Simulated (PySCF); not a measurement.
# How exact exchange moves a shielding

Molecule: SMILES C/C=[CH]\[AlH2-][NH3+], C3H10AlN.

Bonds (- single, = double, # triple, : aromatic): C1-C2 1.496 Å, C2=C3 1.344 Å, C3-Al4 1.979 Å, Al4-N5 2.073 Å. C1 carries H6, H7, H8; C2 carries H9; C3 carries H10; Al4 carries H11, H12; N5 carries H13, H14, H15. Formal charges: Al4 -1, N5 +1. Stereochemistry as in C/C=[CH]\[AlH2-][NH3+].

GIAO shieldings (ppm, equivalent atoms averaged) in PySCF on the PBE0-D3(BJ)/def2-SVP geometry, basis pcSseg-1, gas phase, non-relativistic:

```csv
functional,exact exchange (%),σ(C1),σ(Al4)
BLYP,0,147.2,408.7
BP86,0,151.4,411.8
PBE,0,152.0,410.7
B3LYP,20,152.1,420.4
mPW1PW91,25,156.4,426.5
BHandHLYP,50,158.0,437.3
HF,100,166.7,468.2
```

(1) Fit each shielding as a line in the percentage of exact exchange.

(2) What does the line predict for PBE0 (25 %), and what does the run give?

Answers

(1) σ(C1) = 150.2 + 0.16 x (rms 1.7 ppm); σ(Al4) = 410.3 + 0.57 x (rms 1.4 ppm). The functionals also differ in their semilocal parts, which the line can't hold; Hartree–Fock has no correlation at all.

(2) σ(C1): 154.2 predicted, 157.4 computed; σ(Al4): 424.6 predicted, 426.0 computed ppm.
